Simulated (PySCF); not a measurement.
Compound: GaH6N.
SMILES: `[NH3+][GaH3-]`

A linear-response calculation (PySCF, def2-SVPD basis, gas phase, vertical, core orbitals frozen in the response) gave these numbers; the functional is withheld.

Orbital energies (eV): HOMO-3 -12.44, HOMO-2 -9.33, HOMO-1 -7.29, HOMO -7.28, LUMO -0.76, LUMO+1 0.70, LUMO+2 1.21.

```
state  E (eV)       f              main configurations (H = HOMO, L = LUMO)
   S1    5.67   0.014                                         H-1/H→L (99%)
   S2    5.68   0.014                                         H-1/H→L (99%)
   S3    7.08   0.073                                       H-1/H→L+1 (97%)
   S4    7.08   0.073                                       H-1/H→L+1 (97%)
   S5    7.56  0.0001                    H-1/H→L+3 (≥50%), H-1/H→L+4 (≥43%)
   S6    7.63   0.020  H-1/H→L+2 (≥66%), H-1/H→L+3 (≥13%), H-1/H→L+4 (≥12%)
   S7    7.63   0.021  H-1/H→L+2 (≥62%), H-1/H→L+4 (≥17%), H-1/H→L+3 (≥11%)
```

Triplets, Tamm–Dancoff:

```csv
state,E (eV),λ (nm),"main configurations (H = HOMO, L = LUMO)"
T1,5.51,225.0,H-1/H→L (≥96%)
T2,5.51,224.9,H-1/H→L (≥96%)
T3,6.81,181.9,H-1/H→L+1 (≥94%)
T4,6.82,181.9,H-1/H→L+1 (≥94%)
```

Vertical ionisation energy by ΔSCF with the same functional: 9.88 eV. Mean static polarisability: 48.5 au.

Orbitals of the list HOMO-3 to LUMO+2 that lie within 0.01 eV of each other are written together with a slash and their weights summed (≥ marks a lower bound); for degenerate orbitals outside that list single weights are arbitrary.

Problem. Which of these was used?
A. B3LYP
B. HF
C. PBE
D. CAM-B3LYP

Solution. A. B3LYP is a global hybrid with 20% exact exchange. In this run −ε(HOMO) = 7.28 eV differs from the ΔSCF value by -2.59 eV, and S1 differs from the orbital gap of 6.53 eV by -0.86 eV. The ratio −ε(HOMO)/IP is 0.74. Small neutral molecules mostly give 0.67 to 0.83 with B3LYP, 0.5 to 0.7 with PBE, 0.85 to 0.93 with CAM-B3LYP; Hartree–Fock can't fall below 1, since the ion's relaxation only lowers the ΔSCF value.

Computed, not measured: PySCF 2.14.0, density-fitted response routines, TDDFT B3LYP/def2-SVPD, vertical, gas phase, core orbitals frozen in the response. Geometry: PBE0-D3(BJ)/def2-SVP; no solvent, vibrations or thermal averaging. The B3LYP/def2-SVPD calculation is non-relativistic and has no spin–orbit coupling, an omission that weighs most on gallium.

On one thread, Arm Neoverse V1, shared host, this took 9.8 s.
